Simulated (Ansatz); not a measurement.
Species: C₄H₂S₂, SMILES `C#CC(S)=C=S` (C–C–S–H torsion 101°) (charge 0, multiplicity 1).

### Question
Give a relaxed geometry from Ansatz (a program for electronic structure) with B3LYP-D3(BJ)/def2-TZVP.

### Answer
Several could match; the one computed here: the end point of this relaxation, one of several conformers (outside a Z-matrix the atoms follow the SMILES, hydrogens last).
Bonded distances (Å): C1–C2 1.204, C1–H7 1.062, C2–C3 1.408, C3–S4 1.792, C3–C5 1.322, S4–H8 1.348, C5–S6 1.545. Angles (°): C2–C1–H7 179.7, C1–C2–C3 178.5, C2–C3–S4 122.1, C2–C3–C5 123.7, S4–C3–C5 114.1, C3–S4–H8 97.3, C3–C5–S6 179.2.
